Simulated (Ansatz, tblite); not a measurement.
Spin states of In₃As₃⁺ (the lowest doublet isomer of a short search), each relaxed with PBE-D4/def2-SVP in Ansatz. Electronic energies in the gas phase.

In the def2 sets In takes a core potential, while STO-3G treats all electrons; there is no spin–orbit coupling. The xTB rows come from tblite. Correlated methods freeze 39 core orbitals; core or outer-core shells of In, As are correlated, in sets that lack core-valence functions. The structure comes from a short search, and lower isomers may exist.

Doublet geometry (Cs within 0.1 Å):

```csv
atom,x (Å),y (Å),z (Å)
In1,-2.397,0.877,0.926
In2,-0.945,1.452,-1.923
In3,2.757,-1.402,-0.261
As4,0.961,0.940,0.302
As5,-0.203,-1.162,-0.710
As6,-0.172,-0.706,1.667
```

Quartet geometry (Cs within 0.1 Å):

Cartesian coordinates in Å:
```
In -0.353 -0.776 -2.956
In -2.699 0.728 -0.892
In 1.992 0.122 2.830
As -0.555 -0.818 1.063
As 0.266 1.378 0.393
As 1.349 -0.634 -0.439
```

⟨S²⟩: doublet 0.76 at PBE0-D4/def2-TZVP (pure 0.75), quartet 3.77 at PBE0-D4/def2-TZVP (pure 3.75).

Only these spin states were relaxed. The quartet has other bonds than the doublet, so the gap mixes isomer and spin.

```json
{"level": "GFN1-xTB", "quartet − doublet (kcal/mol)": "66.6", "lowest of these": "doublet", "remarks": "–"}
{"level": "GFN2-xTB", "quartet − doublet (kcal/mol)": "50.8", "lowest of these": "doublet", "remarks": "–"}
{"level": "HF/STO-3G", "quartet − doublet (kcal/mol)": "45.4", "lowest of these": "doublet", "remarks": "spin-contaminated (⟨S²⟩ 1.04) (doublet), spin-contaminated (⟨S²⟩ 3.88) (quartet)"}
{"level": "HF/def2-TZVP", "quartet − doublet (kcal/mol)": "13.8", "lowest of these": "doublet", "remarks": "spin-contaminated (⟨S²⟩ 0.87) (doublet)"}
{"level": "PBE-D4/def2-TZVP", "quartet − doublet (kcal/mol)": "35.8", "lowest of these": "doublet", "remarks": "–"}
{"level": "r2SCAN-D4/def2-TZVP", "quartet − doublet (kcal/mol)": "36.4", "lowest of these": "doublet", "remarks": "–"}
{"level": "PBE0-D4/def2-TZVP", "quartet − doublet (kcal/mol)": "34.5", "lowest of these": "doublet", "remarks": "–"}
{"level": "PBE-QIDH/def2-TZVP", "quartet − doublet (kcal/mol)": "40.6", "lowest of these": "doublet", "remarks": "–"}
{"level": "MP2/def2-TZVP", "quartet − doublet (kcal/mol)": "46.2", "lowest of these": "doublet", "remarks": "spin-contaminated (⟨S²⟩ 0.87) (doublet)"}
```

Change of the quartet − doublet gap on mixing in exact exchange, in kcal/mol: PBE to PBE0 (25 % exact exchange) -1.3.

The xTB methods have no spin-polarisation term.
